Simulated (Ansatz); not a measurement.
`F[SiH2][SiH](F)S` → `F[SiH](F)S` + `[SiH2]` at 500 K and 1 bar (silylene formation by 1,1-elimination).

Gas-phase electronic energies from Ansatz, PBE0-D4/def2-TZVP geometries. CCSD(T)/CBS adds triple-zeta CCSD(T) − MP2 to the extrapolated MP2 energy (def2 sets, frozen cores). This one scheme is used for every species. One conformer a species, not always the lowest.

```json
{"species": "`F[SiH2][SiH](F)S`", "CCSD(T)/CBS energy (Eh)": "-1178.07420", "H − E (kJ/mol)": "160.8", "S (J/(mol·K))": "441.8"}
{"species": "`F[SiH](F)S`", "CCSD(T)/CBS energy (Eh)": "-887.80771", "H − E (kJ/mol)": "99.2", "S (J/(mol·K))": "360.5"}
{"species": "`[SiH2]`", "CCSD(T)/CBS energy (Eh)": "-290.19011", "H − E (kJ/mol)": "48.0", "S (J/(mol·K))": "226.5"}
```

H − E and S are ideal-gas, rigid-rotor, harmonic terms from PBE0-D4/def2-TZVP, for one conformer and one mirror image of each species. 1 Eh = 2625.50 kJ/mol, R = 8.31446 J/(mol·K).

Task: By hand: ΔE, ΔH, ΔS and ΔG.

Result: ΔE = (-887.80771) + (-290.19011) − (-1178.07420) = 0.07638 Eh = 200.5 kJ/mol. Δ(H − E) = 99.2 + 48.0 − 160.8 = -13.6, so ΔH = 186.9 kJ/mol. ΔS = 360.5 + 226.5 − 441.8 = 145.2 J/(mol·K). ΔG = 186.9 − 500 × (145.2)/1000 = 114.3 kJ/mol.

Task: By hand: the equilibrium constant, and the temperature at which ΔG would vanish if ΔH and ΔS stayed fixed.

Result: log₁₀ K = −ΔG/(RT ln 10) = -11.9. ΔG = 0 at ΔH/ΔS = 1287 K.

The number of gas molecules changes by +1, which sets the sign of ΔS. A doubt of 5 kJ/mol in ΔE shifts log₁₀ K by 0.5 here. Other conformers and mirror images would add mixing entropy, several J/(mol·K) or more a flexible species. Modes under 60 cm⁻¹, often nearly free rotors, make the harmonic entropy too high. These are equilibria of isolated gas molecules and say nothing of rates. Largest T1 diagnostic: 0.014 (customary marks: 0.02 for closed shells, 0.045 for open ones).
